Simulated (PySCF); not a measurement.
Compound: C7H7NO.
Bonds: C1–C2, C2–C3 (aromatic), C3–C4 (aromatic), C4–N5 (aromatic), N5–C6 (aromatic), C6–C7 (aromatic), C7–C8, C8–O9 (double), C2–C7 (aromatic). Hydrogens: H10, H11, H12 on C1; H13 on C3; H14 on C4; H15 on C6; H16 on C8.

Computed by this run: PySCF, PBE0-D3(BJ)/def2-SVP geometry optimisation, gas phase; density fitting, grid level 2; the optimiser is geomeTRIC in internal coordinates, started from a GFN2-xTB structure.

Step 0: E = -10889.5147 eV
```
atom  x, y, z in Å  |  force x, y, z in eV/Å
C1     -1.3822    1.3926   -0.1944    0.310  -0.214   0.031
C2     -0.1461    0.5585   -0.0787   -0.190   0.009   0.006
C3      1.1099    1.1482   -0.1631    0.014  -0.127   0.014
C4      2.2471    0.3629   -0.0565   -0.125  -0.030   0.009
N5      2.2160   -0.9479    0.1270    0.484  -0.255   0.030
C6      1.0340   -1.5202    0.2100   -0.184   0.096  -0.011
C7     -0.1812   -0.8321    0.1166    0.286  -0.034   0.001
C8     -1.4278   -1.6007    0.2281   -0.043  -0.024   0.002
O9     -1.4848   -2.7931    0.3908    0.026  -0.202   0.028
H10    -1.1203    2.4378   -0.3408    0.031   0.362  -0.051
H11    -1.9874    1.3117    0.7075   -0.293   0.025   0.285
H12    -1.9881    1.0670   -1.0388   -0.294  -0.053  -0.280
H13     1.2010    2.2137   -0.3114    0.041   0.473  -0.068
H14     3.2337    0.8024   -0.1200    0.435   0.327  -0.047
H15     1.0221   -2.5917    0.3606   -0.135  -0.493   0.069
H16    -2.3535   -1.0000    0.1519   -0.365   0.139  -0.018
```

**Question.** Estimate the geometry and energy of step 1. (The exact step hangs on the optimiser's Hessian estimate; all steps are aligned on step 0, rigid shifts and turns removed.)

**Answer.** E = -10889.5507 eV, largest force 0.090 eV/Å
```
atom  x, y, z in Å  |  force x, y, z in eV/Å
C1     -1.3858    1.3934   -0.1929   -0.065   0.035  -0.007
C2     -0.1454    0.5600   -0.0783    0.061  -0.039   0.004
C3      1.1181    1.1480   -0.1642   -0.023   0.075  -0.008
C4      2.2599    0.3582   -0.0558    0.080   0.042  -0.007
N5      2.2364   -0.9603    0.1293    0.005  -0.022   0.003
C6      1.0425   -1.5303    0.2121    0.014  -0.062   0.010
C7     -0.1707   -0.8350    0.1174   -0.064   0.028  -0.004
C8     -1.4303   -1.6041    0.2275   -0.023  -0.020   0.004
O9     -1.4795   -2.7979    0.3948   -0.005   0.006  -0.001
H10    -1.1293    2.4514   -0.3410   -0.007  -0.020   0.003
H11    -2.0089    1.3213    0.7125    0.014   0.005  -0.020
H12    -2.0103    1.0760   -1.0431    0.012   0.012   0.019
H13     1.2137    2.2270   -0.3161    0.003  -0.040   0.006
H14     3.2512    0.8249   -0.1235   -0.037  -0.028   0.004
H15     1.0037   -2.6157    0.3645    0.006   0.042  -0.006
H16    -2.3731   -1.0078    0.1457    0.029  -0.014   0.002
```

The energy changes by -0.0361 eV. The first-order estimate −F·Δx gives -0.0754 eV and the mean of the old and new forces, exact on a quadratic surface, -0.0362 eV. The step makes an angle of 44° with the force vector and moves no atom by more than 0.031 Å.

The cost below is that of the whole optimisation. The run took 84 s of wall time on one thread, Arm Neoverse V1 (aarch64), shared host with 32 logical CPUs at a one-minute load of 9.0, and the process peaked at 0.76 GiB of memory.
